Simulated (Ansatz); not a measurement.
Consider the substitution at a C–Se bond: `C[Se]C(F)(F)F` + `C[SiH2]N[SiH3]` → `C[SiH2]N(C)[SiH3]` + `FC(F)(F)[SeH]`.

Isolated molecules relaxed with PBE0-D4/def2-TZVP in Ansatz; ΔE leaves out vibrations. CCSD(T)/CBS adds triple-zeta CCSD(T) − MP2 to the extrapolated MP2 energy (def2 sets, frozen cores). DFT in def2-TZVPP. HSE06 is defined as in plane-wave codes. For Se outer-core shells are correlated without core-valence functions, which leaves a few kJ/mol of doubt a bond. Scalar relativity is left out up to krypton. Each species was taken in one conformer, which may not be the lowest.

| level | ΔE (kcal/mol) |
| --- | --- |
| PBE-D4 | 11.1 |
| BLYP-D4 | 10.9 |
| HSE06-D4 | 11.3 |
| BHLYP-D4 | 11.3 |
| r2SCAN0 | 12.2 |
| CAM-B3LYP | 11.6 |
| CCSD(T)/def2-SVP | 6.6 |
| MP2/def2-QZVPP | 12.7 |

**Question.** What does CCSD(T)/CBS give? (Best estimate.)

**Answer.** The calculation gave: +12.1 kcal/mol. The listed levels differ from it by -1.0, -1.2, -0.8, -0.8, 0.1, -0.5, -5.5, 0.6 kcal/mol.

Largest T1 diagnostic among the species: 0.011.

At CCSD(T), def2-SVP lies −5.5 kcal/mol from the extrapolated value and def2-TZVPP −0.5 kcal/mol. Leaving LDA and LC-ωPBE aside and taking each functional with its dispersion term where it has one, the values, not all of them listed here, spread over 1.9 kcal/mol, from revPBE-D4 to B2PLYP. LDA lies −2.5 kcal/mol from PBE without D4.
